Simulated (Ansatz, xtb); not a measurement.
## ClH4NSi2: which of two conformers lies lower

Structure I: `[SiH3]N[Si]Cl`, a singlet. Structure II: `[SiH3]N[Si]Cl`, a singlet. Both are isolated molecules in the gas phase, relaxed with PBE0-D3(BJ)/pcseg-1.

I (Å):

```xyz
8

Cl   -1.9867   -0.0125   -0.6723
N     0.4204   -0.6391    0.8490
Si   -0.9637   -1.5531    0.3747
Si    0.9130    1.0471    0.5905
H     1.0658    1.3408   -0.8593
H    -0.0676    1.9870    1.1958
H     1.0895   -1.1874    1.3893
H     2.2314    1.1880    1.2732
```

II (Å):

```yaml
atoms:
  - { symbol: Cl, position_ang: [1.9437, -1.7098, 4.2936] }
  - { symbol: N, position_ang: [0.5073, -1.5057, 1.7485] }
  - { symbol: Si, position_ang: [-0.1250, -1.4866, 0.1017] }
  - { symbol: Si, position_ang: [2.0864, -2.0460, 2.1995] }
  - { symbol: H, position_ang: [-0.4813, -0.0991, -0.3093] }
  - { symbol: H, position_ang: [0.9630, -2.0169, -0.7645] }
  - { symbol: H, position_ang: [-1.3366, -2.3475, -0.0071] }
  - { symbol: H, position_ang: [-0.1204, -1.1685, 2.4798] }
```

Energies in hartree; the thermal terms are from PBE0-D3(BJ)/pcseg-1 harmonic frequencies (ideal gas, rigid rotor, one conformer each, 298.15 K, 1 atm) and include the zero-point energy:

```
                               I            II
E, CCSD(T)/def2-SVP  −1094.392439  −1094.391444
    E, MP2/def2-SVP  −1094.326346  −1094.325429
  E, MP2/def2-TZVPP  −1094.906123  −1094.905695
  zero-point energy      0.043657      0.043372
       H(298 K) − E      0.050806      0.050684
       G(298 K) − E      0.012927      0.012325
```

Q: Correct the CCSD(T) difference for the basis set by the MP2 change, then work out ΔE, ΔE₀, ΔH and ΔG for I → II in kcal/mol (1 Eh = 627.51 kcal/mol) and the equilibrium ratio [II]/[I].

A: 1. Differences II − I: CCSD(T) +0.000995, MP2 in the small set +0.000917, MP2 in the large set +0.000428 Eh.
2. ΔE = +0.000995 + (+0.000428 − (+0.000917)) = +0.000506 Eh = +0.32 kcal/mol.
3. ΔE₀ = ΔE + ΔZPE = +0.000506 + (−0.000285) Eh = +0.14 kcal/mol.
4. ΔH = ΔE + (−0.000122) Eh = +0.24 kcal/mol.
5. ΔG = ΔE + (−0.000602) Eh = −0.06 kcal/mol, so ΔS = (ΔH − ΔG)/T = +4.2 J/(mol K).
6. kT = 0.9442 mEh, so K = [II]/[I] = exp(−ΔG/kT) = exp(+0.10) ≈ 1.1.

The two are too close for this level to say which is favoured. An error of 1 kcal/mol in ΔG would change K by a factor of 5.4. Mirror images and further conformers aren't counted.

Other levels gave ΔE = +0.1 (PBE0-D3(BJ)/pcseg-1); +0.2 (HF/def2-SVP); +0.6 (MP2/def2-SVP); +0.6 (CCSD(T)/def2-SVP) kcal/mol. The correlated steps freeze 16 core orbitals. Programs: Ansatz 0.2.0.
